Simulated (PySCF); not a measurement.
Al(Cl)(H)(iPr) (C3H8AlCl), SMILES C[CH](C)[AlH][Cl].

Geometry: PBE0-D3(BJ)/def2-SVP. The values are those of a single conformer.

All values below come from TDA-ωB97X/def2-SVPD in PySCF 2.14.0.

Vertical excitations. The molecule is in vacuum.

Give excitation energies, oscillator strengths and character. (The exact figures need the calculation; the answer reports its results.)


| state | energy (eV) | λ (nm) | f | main pairs |
|---|---|---|---|---|
| S1 | 5.24 | 237 | 0.000 | HOMO→LUMO 95 % |
| S2 | 6.95 | 178 | 0.085 | HOMO→LUMO+1 76 % |
| S3 | 7.02 | 177 | 0.019 | HOMO−1→LUMO 87 % |
| S4 | 7.44 | 167 | 0.017 | HOMO−3→LUMO 67 %, HOMO−4→LUMO 21 % |
| S5 | 7.58 | 164 | 0.005 | HOMO→LUMO+2 68 %, HOMO→LUMO+3 15 % |
| S6 | 7.65 | 162 | 0.047 | HOMO−2→LUMO 88 % |
| S7 | 8.11 | 153 | 0.005 | HOMO−4→LUMO 59 %, HOMO−3→LUMO 24 % |
| S8 | 8.30 | 149 | 0.029 | HOMO−1→LUMO+1 41 %, HOMO−5→LUMO 13 %, HOMO→LUMO+2 10 %, HOMO−1→LUMO+2 10 % |
| S9 | 8.31 | 149 | 0.032 | HOMO−5→LUMO 63 %, HOMO−4→LUMO 11 % |
| S10 | 8.43 | 147 | 0.163 | HOMO−2→LUMO+1 49 %, HOMO−2→LUMO+2 16 %, HOMO→LUMO+3 9 % |
| T1 | 4.94 | 251 | 0 | HOMO→LUMO 94 % |
| T2 | 6.28 | 197 | 0 | HOMO→LUMO+1 62 %, HOMO→LUMO+3 20 % |
| T3 | 6.60 | 188 | 0 | HOMO−1→LUMO 67 %, HOMO−3→LUMO 14 % |
| T4 | 7.08 | 175 | 0 | HOMO−2→LUMO 92 % |
Triplets are in the Tamm–Dancoff approximation.
